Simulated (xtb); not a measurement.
Ga(Me)(SeH)2 (CH₅GaSe₂), SMILES [CH3][Ga]([SeH])[SeH]. All values are semi-empirical tight-binding results from xtb (GFN2-xTB unless named), good for trends rather than for accurate numbers. Geometry optimised at GFN2-xTB. The values are those of a single conformer.

Optimised geometry:

Bonds (Å): Ga1–C2 2.046, Ga1–Se6 2.377, Ga1–Se8 2.363, C2–H3 1.095, C2–H4 1.095, C2–H5 1.092, Se6–H7 1.440, Se8–H9 1.445. Bond angles (°): C2–Ga1–Se6 120.0, C2–Ga1–Se8 122.9, Se6–Ga1–Se8 117.2, Ga1–C2–H3 110.7, Ga1–C2–H4 110.7, Ga1–C2–H5 109.8, H3–C2–H4 108.2, H3–C2–H5 108.8, H4–C2–H5 108.8, Ga1–Se6–H7 90.6, Ga1–Se8–H9 91.3.
Charge 0, spin multiplicity 1.

For metal compounds this method's bond lengths and energies can be far off.

Q: Estimate the properties. (The exact figures need the calculation; the answer reports its results.)

A: 
- point group as xtb finds it = Cs
- orbital gap = 3.31 eV
- zero-point energy = 29.7 kcal/mol
- G − E(el) at 298.15 K (modified RRHO) = 6.4 kcal/mol

Computed atomic charges and the Wiberg bond orders between heavy atoms:
charges (e) Ga1 0.07, C2 -0.15, H3 0.07, H4 0.07, H5 0.07, Se6 -0.25, H7 0.17, Se8 -0.22, H9 0.18. Bond orders Ga1–C2 0.88, Ga1–Se6 1.04, Ga1–Se8 1.08.
